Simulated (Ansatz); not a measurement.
```yaml
crystal:
  periodic: [false, false, false]
  atoms:
    - {symbol: Cr, position_ang: [-0.312557, -0.186724, 0.142512]}
    - {symbol: Cl, position_ang: [-1.053211, -1.599643, 0.487148]}
    - {symbol: Cl, position_ang: [2.041255, -0.055738, 0.305600]}
    - {symbol: Cl, position_ang: [-1.023392, 1.819811, -0.778945]}
basis:
  gaussian: {orbitals: pcseg-2}
magnetization: {spin_polarized: true, initial_magnetization: 1}
hamiltonian: {xc: {name: LC-wPBE}}
scf: {omitted_lower_state_checks: [starts]}
```

```sh
$ ansatz run in.yaml --threads 2 --pin off --events-out ev --progress --plain --max-ram 4352MiB
```

It prints (some lines left out):

```
Functional definition: LC-wPBE
1244 factors; their error is unknown
213 factors; integrals over basis functions are off by at most 9.0e-5 eV
mean field evaluation 1: about -65972.3053 eV, gradient 2.1e1 eV
mean field evaluation 2: about -65971.4346 eV, gradient 3.0e1 eV
mean field evaluation 4: about -65974.1658 eV, gradient 2.1e0 eV
mean field evaluation 8: about -65974.2209 eV, gradient 2.7e-1 eV
mean field evaluation 16: about -65974.7654 eV, gradient 2.1e-1 eV
mean field -65974.76358435 eV, -2424.5278424240 hartree, gradient 7.1e-6 eV, S^2 1.751010; 0 other end points of the search recorded, 0 dependent functions left out
reference -65974.76358436 eV, -2424.5278424243 hartree; 38, 37 occupied and 120, 121 virtual orbitals, 1244 factors
Total energy: -65974.76358436 eV, -2424.5278424243 hartree
Checks for a lower state left out: starts
```

Run time 12 s (2 threads of Intel Xeon 6975P-C on a shared host).

LC-ωPBE has ω = 0.4 bohr⁻¹. The charge 0 doublet is spin-contaminated (final ⟨S²⟩ up to 1.75, 0.75 for a pure state).
